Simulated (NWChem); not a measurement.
Species: SiH$_{3}$F; SMILES [SiH3]F

```xyz
5

Si     0.0000     0.0000    -0.4590
F      0.0000     0.0000     1.1655
H      0.9981     0.9981    -0.9329
H      0.3653    -1.3634    -0.9329
H     -1.3634     0.3653    -0.9329
```
Atoms are numbered in this order, from 1.

Level: PBE0/def2-SVP (NWChem), optimised geometry, unscaled harmonic frequencies. 

```
frequency (cm⁻¹)  IR intensity (km/mol)
----------------  ---------------------
727                                58.5
727                                58.5
883                                32.9
946                                94.0
946                                94.0
1013                              237.1
2263                               27.1
2270                              140.5
2270                              140.5
```

```
Item                                                                               Result
-----------------------------------------------------------------------  ----------------
zero-point energy                                                           17.2 kcal/mol
thermal correction to the enthalpy at 298.15 K (with zero-point energy)     19.8 kcal/mol
heat capacity Cv                                                          9.3 cal/(mol K)
entropy at 298.15 K and 1 atm (symmetry number 3)                        57.0 cal/(mol K)
dipole moment                                                                      1.42 D
```

Rigid rotor and harmonic oscillator.
